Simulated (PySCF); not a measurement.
C8H10Si.
SMILES: `[SiH2](C#CC1CCC1)C#C`

The closed-shell ground state was solved at several levels (PySCF, density fitting, gas phase, non-relativistic). Isolated species at its PBE0-D3(BJ)/def2-SVP geometry (one conformer only).

```json
{"level": "wB97X-D/pcSseg-1", "basis functions": "210", "HOMO (eV)": "-9.43", "LUMO (eV)": "1.51", "gap (eV)": "10.94", "dipole (D)": "1.82"}
{"level": "wB97X-D/def2-SVPD", "basis functions": "264", "HOMO (eV)": "-9.42", "LUMO (eV)": "1.47", "gap (eV)": "10.89", "dipole (D)": "1.88"}
```

Q: Estimate the row for PBE0/pcSseg-1, a basis of 210 functions; the other rows only guide the guess.

A: HOMO -7.60 eV, LUMO -0.24 eV, gap 7.36 eV, dipole 1.84 D.

Q: Over all these levels, which gives the widest orbital gap and which the narrowest?

A: wB97X-D/pcSseg-1 (range-separated hybrid) has the widest, 10.94 eV, and PBE0/pcSseg-1 (global hybrid, 25 % exact exchange) the narrowest, 7.36 eV. The two share the basis. From the narrowest to the widest the HOMO moves by -1.83 eV and the LUMO by +1.75 eV.

Q: How far do the dipole and the HOMO energy spread over the levels?

A: The dipole runs from 1.82 to 1.88 D (mean 1.85 D) and the HOMO from -9.43 to -7.60 eV.
